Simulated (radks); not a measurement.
The numbers below are computed, except where a source is named.
Fractional charge and spin in the 4s shell of gallium: the spin-up occupation runs from 0 to 1 and the spin-down occupation from 0 to 1; the fullest corner is Ga, [Ar] 3d10 4p(up 0.5, down 0.5) 4s(up 1, down 1). Level of theory: non-relativistic Kohn-Sham, BLYP, spin-polarised, spherical densities, point nucleus (a radial shooting solver on a logarithmic mesh with Libxc functionals). Energy (eV) above the fullest corner. The planes named below are the two flat planes that join the four corners, with an edge along up + down = one added electron.

down \ up,0,0.5,1
0,34.594,22.406,12.524
0.5,22.406,12.755,5.266
1,12.524,5.266,0.000

Corners above the fullest one (they belong to Ga+ and the next ion): (up 1, down 0) 12.524 eV, (up 0, down 1) 12.524 eV, (up 0, down 0) 34.594 eV. With half an added electron in each spin the energy lies 0.231 eV from the planes, and with half an added electron in spin up alone -1.153 eV. The planes are only a guide here: the flat-plane condition holds for ground states with one frontier orbital, while this shell lies below other occupied shells, so the corners above the fullest one are inner-hole states and not the ground states of those ions.
